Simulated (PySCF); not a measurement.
# Radial density of Al²⁺ (aluminium, charge +2)

MN15, [Ne] 3s1, 2S determinant. Computed with PySCF 2.14 in pcseg-2 (5s4p2d1f, 34 functions), with the non-relativistic Hamiltonian (point nucleus).

| r (bohr) | 4πr²ρ (e/bohr) | 4πr²(ρα − ρβ) |
| --- | --- | --- |
| 0.00156 | 0.04139 | 0.0001 |
| 0.00263 | 0.1142 | 0.0003 |
| 0.00442 | 0.3077 | 0.0009 |
| 0.00744 | 0.8055 | 0.0024 |
| 0.0125 | 1.995 | 0.0058 |
| 0.0211 | 4.525 | 0.0130 |
| 0.0354 | 8.822 | 0.0242 |
| 0.0596 | 13.44 | 0.0320 |
| 0.100 | 13.93 | 0.0177 |
| 0.169 | 9.544 | -0.0070 |
| 0.283 | 9.726 | 0.0458 |
| 0.477 | 12.51 | 0.0945 |
| 0.802 | 6.449 | 0.0029 |
| 1.35 | 1.153 | 0.3266 |
| 2.27 | 0.5076 | 0.4958 |
| 3.82 | 0.07483 | 0.0748 |
| 6.42 | 0.0007341 | 0.0007 |

(1) Where is the radial spin density 4πr²(ρα − ρβ) most negative, and why is it negative at all?

Answers

(1) Around r = 0.169 bohr, down to -0.0070 e/bohr: exchange with the open shell polarises the paired shells in an unrestricted calculation.
